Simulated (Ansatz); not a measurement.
Calculation: Ansatz (a program for electronic structure) with frozen-core CCSD(T)/cc-pVTZ // B3LYP-D3(BJ)/def2-TZVP. The geometry is that of the parent before the electron was removed.

Ansatz 0.2 input:
```yaml
crystal:
  periodic: [false, false, false]
  atoms:
    - { symbol: C, position_ang: [-1.023204, 0.024159, -0.040018] }
    - { symbol: B, position_ang: [0.352485, -0.077488, -0.138112] }
    - { symbol: O, position_ang: [1.657719, -0.195575, -0.278944] }
    - { symbol: H, position_ang: [-1.627176, -0.764702, 0.388641] }
    - { symbol: H, position_ang: [-1.559778, 0.897293, -0.387362] }
    - { symbol: H, position_ang: [2.199955, 0.116313, 0.455795] }
basis:
  gaussian: { orbitals: cc-pVTZ }
correlation:
  method: ccsd_t
total_charge: 1
magnetization:
  spin_polarized: true
  initial_magnetization: 1
```

Output:

```
Functional definition: HF
767 factors; integrals over basis functions are off by at most 1.3e-3 eV
mean field evaluation 1: about -3775.9021 eV, gradient 3.8e1 eV
mean field evaluation 2: about -3775.9025 eV, gradient 3.8e1 eV
mean field evaluation 4: about -3780.7432 eV, gradient 2.6e0 eV
mean field evaluation 8: about -3780.7914 eV, gradient 1.8e-3 eV
mean field evaluation 16: about -3780.7886 eV, gradient 2.5e-1 eV
mean field -3780.79141935 eV, -138.9415219485 hartree, gradient 2.9e-6 eV, S^2 0.756678; 0 other end points of the search recorded, 0 dependent functions left out
3 core orbitals not correlated
reference -3780.79141935 eV, -138.9415219485 hartree; 8, 7 occupied and 121, 122 virtual orbitals, 767 factors
second order -12.10444495 eV of doubles, -0.00000000 eV of singles
cycle   1  -12.33746233 eV  change   -2.3e-1 eV  update   8.0e-2
cycle   2  -12.62002037 eV  change   -2.8e-1 eV  update   2.5e-2
cycle   3  -12.70615998 eV  change   -8.6e-2 eV  update   1.5e-2
cycle   4  -12.69986228 eV  change    6.3e-3 eV  update   4.4e-3
cycle   5  -12.69849981 eV  change    1.4e-3 eV  update   2.2e-3
cycle   6  -12.69907113 eV  change   -5.7e-4 eV  update   7.6e-4
cycle   7  -12.69900716 eV  change    6.4e-5 eV  update   4.2e-4
cycle   8  -12.69908831 eV  change   -8.1e-5 eV  update   1.5e-4
cycle   9  -12.69912523 eV  change   -3.7e-5 eV  update   6.1e-5
cycle  10  -12.69908556 eV  change    4.0e-5 eV  update   2.3e-5
cycle  11  -12.69910203 eV  change   -1.6e-5 eV  update   1.2e-5
cycle  12  -12.69910134 eV  change    6.9e-7 eV  update   5.3e-6
perturbative correction -0.47003701 eV, -0.0172735416 hartree
Total energy: -3793.96055770 eV, -139.4254788567 hartree
```

Cost: roughly 50 core-seconds.
